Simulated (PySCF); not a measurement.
## `[CH3][GaH][CH]=C(C)C`, C₅H₁₁Ga

Geometry:
```csv
atom,x (Å),y (Å),z (Å)
C1,3.505,-0.384,0.263
Ga2,1.690,0.526,0.190
C3,0.002,-0.535,-0.036
C4,-1.260,-0.106,-0.116
C5,-2.433,-1.031,-0.281
C6,-1.614,1.349,-0.046
H7,4.182,0.011,-0.501
H8,3.993,-0.228,1.231
H9,3.415,-1.464,0.106
H10,1.685,2.118,0.331
H11,0.167,-1.617,-0.098
H12,-2.996,-0.767,-1.176
H13,-2.115,-2.067,-0.360
H14,-3.105,-0.935,0.572
H15,-0.712,1.951,0.088
H16,-2.117,1.657,-0.963
H17,-2.295,1.534,0.785
```

Computed, not measured: GIAO wB97X-D/pcSseg-1 magnetisability, rotational g tensor and spin-rotation constants, non-relativistic, gas phase (PySCF 2.14.0). Geometry: GFN2-xTB.

The calculation is non-relativistic, which matters for the atoms heavier than Zn.

Question: Give the nuclear spin-rotation constants along the inertial axes (H = +C I·J) beside the isotropic shieldings.

Answer: Rotational constants 6.2946, 1.0231, 0.8946 GHz. A star marks the isotopologue with that one atom substituted, in its own axes.
| atom | isotope | Caa (kHz) | Cbb (kHz) | Ccc (kHz) | mean (kHz) | σ (ppm) |
| --- | --- | --- | --- | --- | --- | --- |
| Ga2 | 69Ga | 14.256 | 2.501 | 1.658 | 6.138 | 1144.8 |
| H7 | 1H | -0.368 | -0.113 | -0.040 | -0.173 | 31.4 |
| H8 | 1H | -0.412 | -0.118 | -0.030 | -0.186 | 31.4 |
| H9 | 1H | -0.650 | 0.012 | -0.102 | -0.246 | 31.1 |
| H10 | 1H | -0.370 | 0.043 | -0.063 | -0.130 | 24.8 |
| H11 | 1H | -0.578 | 0.109 | -0.104 | -0.191 | 25.4 |
| H12 | 1H | -0.355 | -0.110 | -0.020 | -0.162 | 29.8 |
| H13 | 1H | -0.638 | 0.033 | -0.105 | -0.236 | 29.9 |
| H14 | 1H | -0.394 | -0.112 | -0.012 | -0.173 | 29.7 |
| H15 | 1H | 0.025 | -0.058 | -0.096 | -0.043 | 28.5 |
| H16 | 1H | -0.467 | -0.098 | -0.017 | -0.194 | 30.0 |
| H17 | 1H | -0.443 | -0.098 | -0.021 | -0.187 | 30.0 |
| C1 | 13C* | 0.834 | 0.127 | 0.083 | 0.348 | 185.5 |
| C3 | 13C* | 2.157 | 0.490 | 0.149 | 0.932 | 46.6 |
| C4 | 13C* | 2.765 | 0.546 | 0.123 | 1.145 | 18.8 |
| C5 | 13C* | 0.936 | 0.149 | 0.164 | 0.416 | 156.2 |
| C6 | 13C* | 1.089 | 0.132 | 0.149 | 0.457 | 158.6 |

For the geometry as given, no vibrational averaging.

Question: How do the rotational constants and the g tensor change when H7, H8, H9, H10, H11, H12, H13, H14, H15, H16, H17 are replaced by deuterium?

Answer: Constants 4.6024, 0.8634, 0.7471 GHz; g -0.0411, -0.0058, -0.0003, against -0.0562, -0.0068, -0.0003 before.
